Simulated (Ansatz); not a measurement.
The same path of BF2H + ClH (6 atoms, charge 0, multiplicity 1) was run twice with different band settings. Lost on the way: B1–H2, Cl5–H6. Made: B1–Cl5, H2–H6.

The calculation used RKS PBE0/def2-SVP in Ansatz.

Relaxed end points:

```xyz
6
Properties=species:S:1:pos:R:3
B -0.011 0.399 -0.115
H -0.017 0.737 1.039
F 1.118 0.287 -0.778
F -1.135 0.221 -0.772
Cl 0.077 -2.503 0.989
H 0.097 -2.064 2.198
```

```xyz
6
Properties=species:S:1:pos:R:3
B 0.015 -0.586 -0.556
H 0.020 0.295 2.332
F 1.124 0.102 -0.666
F -1.134 0.037 -0.648
Cl 0.067 -2.311 -0.306
H 0.037 -0.462 2.404
```

Common settings: spring 5.0 eV/Å²; optimiser quadratic models (default); start path through a guess of the saddle point; force threshold 0.05 eV/Å; iteration limit 60; end points relaxed.

| run | movable images | climbing image |
| --- | --- | --- |
| 1 | 7 | yes |
| 2 | 8 | no |

Question: What does each run give, and how far can it be trusted?

Answer: Run 1: converged after 21 iterations, highest image 0.928 eV above the first end. A vibrational analysis at the climbing image gives one clearly imaginary mode, 935i cm⁻¹: a first-order saddle point.
Run 2: converged after 28 iterations, highest image 0.818 eV above the first end. No image climbed, so the highest image needn't sit at the top of the path.
The orbitals stay closed-shell, which can raise the energy where a bond breaks towards radicals; this wasn't checked here.
